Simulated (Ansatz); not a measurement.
Stepwise reaction of `[F][GeH2][SiH2][SiH3]` with hydrogen, as a gas-phase model of exchange steps in deposition or etching. ΔE in kJ/mol.

Program: Ansatz. Geometries: PBE0-D4/def2-TZVP. ΔE: electronic, gas phase. CCSD(T)/CBS adds triple-zeta CCSD(T) − MP2 to the extrapolated MP2 energy (def2 sets, frozen cores). This one scheme is used for every species. DFT in def2-TZVPP. B3LYP here is the variant with VWN-RPA as its local correlation; programs differ in this. For Ge outer-core shells are correlated without core-valence functions, which leaves a few kJ/mol of doubt a bond. Scalar relativity is left out up to krypton. Each species was taken in one conformer, which may not be the lowest.

```
step                                     reaction  PBE-D4  B3LYP-D4  ωB97M-V  CCSD(T)/CBS
   2  `[F][GeH2][SiH3]` + H₂ → `[F][GeH3]` + SiH₄     4.6      -6.7    -10.2         -6.3
```

Task: Give the row of step 1, `[F][GeH2][SiH2][SiH3]` + H₂ → `[F][GeH2][SiH3]` + SiH₄. (An estimate is asked.)

Result: The calculation gave: 
```tsv
step	reaction	PBE-D4	B3LYP-D4	ωB97M-V	CCSD(T)/CBS
1	`[F][GeH2][SiH2][SiH3]` + H₂ → `[F][GeH2][SiH3]` + SiH₄	2.9	-12.0	-16.1	-10.7
```

Task: By hand: ΔE of the 2 steps together at CCSD(T)/CBS.

Result: (-10.7) + (-6.3) = -17.0 kJ/mol, or -8.5 kJ/mol a step.

In ΔE the steps differ by no more than 4.4 kJ/mol. All are downhill at CCSD(T)/CBS. PBE-D4 differs from CCSD(T)/CBS by 10.9 to 13.6 kJ/mol a step. Isolated molecules leave out the surface, adducts and barriers. Largest T1 diagnostic: 0.013.
